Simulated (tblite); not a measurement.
Input of a run (GFN2-xTB geometry optimisation, gas phase (tblite 0.8.0)), started from a force field or distance geometry:
```
{"job": {"kind": "relax", "xc": "GFN2-xTB", "basis": "xTB"}, "charge": 0, "multiplicity": 1}
C     -0.529800    -0.071300    -1.567100
C     -0.280700     0.030000    -0.052200
Si    -1.249400     1.466500     0.781200
C     -0.518000    -1.339700     0.645900
C     -1.888100    -1.866800     0.490900
N     -2.972400    -2.266200     0.346800
Si     1.514100     0.658900     0.327400
N      2.640100    -0.471300    -0.263100
H      0.066200    -0.868700    -2.021100
H     -0.293100     0.863100    -2.083900
H     -1.594600    -0.282800    -1.785500
H     -1.011800     1.484400     2.242400
H     -0.896600     2.773500     0.175600
H     -2.700900     1.246600     0.549500
H     -0.307900    -1.277400     1.732900
H      0.176300    -2.094300     0.263800
H      1.820100     1.920900    -0.367800
H      1.764100     0.738100     1.783100
H      3.564100    -0.229400     0.073700
H      2.693300    -0.403300    -1.275700
```

Output (eV, eV/Å):
```
step      E/eV     max force
  0    -651.50893    2.583
  1    -651.49438    6.234
  2    -651.61531    0.633
  3    -651.64632    0.638
  4    -651.69938    0.731
  5    -651.74093    0.668
  6    -651.76922    0.350
  7    -651.79106    0.301
  8    -651.80555    0.233
  9    -651.81554    0.211
 10    -651.82331    0.190
 11    -651.83082    0.171
 12    -651.83772    0.158
 13    -651.84330    0.154
 14    -651.84784    0.139
 15    -651.85258    0.157
 16    -651.85835    0.165
 17    -651.86420    0.162
 18    -651.86861    0.145
 19    -651.87187    0.140
 20    -651.87481    0.124
 21    -651.87789    0.135
 22    -651.88140    0.153
 23    -651.88493    0.142
 24    -651.88790    0.124
 25    -651.89022    0.116
 26    -651.89213    0.109
 27    -651.89389    0.105
 28    -651.89558    0.098
 29    -651.89708    0.102
 30    -651.89827    0.082
 31    -651.89930    0.081
 32    -651.90035    0.095
 33    -651.90156    0.101
 34    -651.90279    0.098
 35    -651.90373    0.063
 36    -651.90437    0.048
 37    -651.90487    0.054
 38    -651.90531    0.047
 39    -651.90563    0.038
 40    -651.90587    0.041
 41    -651.90613    0.034
 42    -651.90650    0.051
 43    -651.90694    0.062
 44    -651.90732    0.048
 45    -651.90759    0.038
 46    -651.90783    0.040
 47    -651.90812    0.052
 48    -651.90842    0.053
 49    -651.90864    0.030
 50    -651.90877    0.032
 51    -651.90887    0.027
 52    -651.90894    0.019
 53    -651.90899    0.013
 54    -651.90902    0.011
 55    -651.90904    0.012
 56    -651.90908    0.015
 57    -651.90912    0.017
 58    -651.90917    0.018
 59    -651.90922    0.016
 60    -651.90926    0.018
 61    -651.90930    0.017
 62    -651.90936    0.023
 63    -651.90944    0.028
 64    -651.90953    0.024
 65    -651.90959    0.016
 66    -651.90964    0.013
 67    -651.90967    0.013
 68    -651.90970    0.011
 69    -651.90973    0.012
 70    -651.90975    0.010
 71    -651.90977    0.012
 72    -651.90979    0.012
 73    -651.90981    0.009
```

Q: Summarise the run.

A: The energy falls by 9.2 kcal/mol over 73 L-BFGS steps, the largest force on an atom goes from 2.58 to 0.009 eV/Å, and the atoms move by 0.215 Å rms after alignment. The bond that changes most is C4–C5 (sp3 carbon next to a nitrile to nitrile carbon), which shortens by 0.039 Å. Bonds longer at the end by more than 0.005 Å: 1 of 19; shorter: 14. Among the angles that change most is Si3–C2–Si7, from 98.0° to 110.6°. Among the dihedrals that turn most is H18–Si7–N8–H20, from -165° to 172°. The energy rose by more than 1e-5 eV at step 1.

Q: What are the final bond lengths?

A: C1–C2 1.531 Å, C2–Si3 1.912 Å, C2–C4 1.541 Å, C4–C5 1.437 Å, C5≡N6 1.145 Å, C2–Si7 1.914 Å, Si7–N8 1.726 Å, C1–H9 1.091 Å, C1–H10 1.089 Å, C1–H11 1.091 Å, Si3–H12 1.464 Å, Si3–H13 1.463 Å, Si3–H14 1.461 Å, C4–H15 1.094 Å, C4–H16 1.096 Å, Si7–H17 1.469 Å, Si7–H18 1.463 Å, N8–H19 1.007 Å, N8–H20 1.008 Å. Numbering counts from 1 in the input's order; the species is `C[C@@]([SiH3])(CC#N)[SiH2]N`.

Time: 1.1 s of wall time. Hardware: one thread of an Arm Neoverse N1, shared host.

Its GFN2-xTB frequencies are all real (lowest 62 cm⁻¹). The numbers are those of one conformer. 3 starts were optimised and ended at 0.00, 0.20 and 0.71 kcal/mol (GFN2-xTB); the lowest of these is shown.

All values are computed, not measured.
